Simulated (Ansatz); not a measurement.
One change: `NC1=N[SiH2]S1` becomes `OC1=N[SiH2]S1`.

Ansatz, PBE0-D4/def2-TZVP geometries, multiplicity 1. Each molecule was computed in one conformer, which needn't be the lowest.

| property | `NC1=N[SiH2]S1` |
| --- | --- |
| LUMO energy (B3LYP/def2-TZVPP) / eV | -0.53 |
| HOMO energy (PBE0/def2-TZVPP) / eV | -7.07 |
| size of the dipole moment (ωB97M-V/def2-TZVPP) / D | 1.83 |
| LUMO energy (ωB97M-V/def2-TZVPP) / eV | 1.50 |
| size of the dipole moment (B3LYP/def2-TZVPP) / D | 1.83 |
| size of the dipole moment (PBE/def2-TZVPP) / D | 1.94 |

(1) What does the change do to each property? (Best estimate.)

## Answers

(1) Computed: 
```json
{"property": "LUMO energy (B3LYP/def2-TZVPP) / eV", "`OC1=N[SiH2]S1`": "-0.68", "shift": "-0.15"}
{"property": "HOMO energy (PBE0/def2-TZVPP) / eV", "`OC1=N[SiH2]S1`": "-7.45", "shift": "-0.38"}
{"property": "size of the dipole moment (ωB97M-V/def2-TZVPP) / D", "`OC1=N[SiH2]S1`": "0.66", "shift": "-1.17"}
{"property": "LUMO energy (ωB97M-V/def2-TZVPP) / eV", "`OC1=N[SiH2]S1`": "1.34", "shift": "-0.16"}
{"property": "size of the dipole moment (B3LYP/def2-TZVPP) / D", "`OC1=N[SiH2]S1`": "0.68", "shift": "-1.15"}
{"property": "size of the dipole moment (PBE/def2-TZVPP) / D", "`OC1=N[SiH2]S1`": "0.60", "shift": "-1.34"}
```

With PBE0 the HOMO falls by 0.38 eV and the LUMO falls by 0.15 eV, so the gap widens by about 0.23 eV. PBE moves the HOMO by -0.38 eV and ωB97M-V by -0.35 eV. Dipoles are sizes alone; their direction can turn.

B3LYP here is the variant with VWN-RPA as its local correlation; programs differ in this.
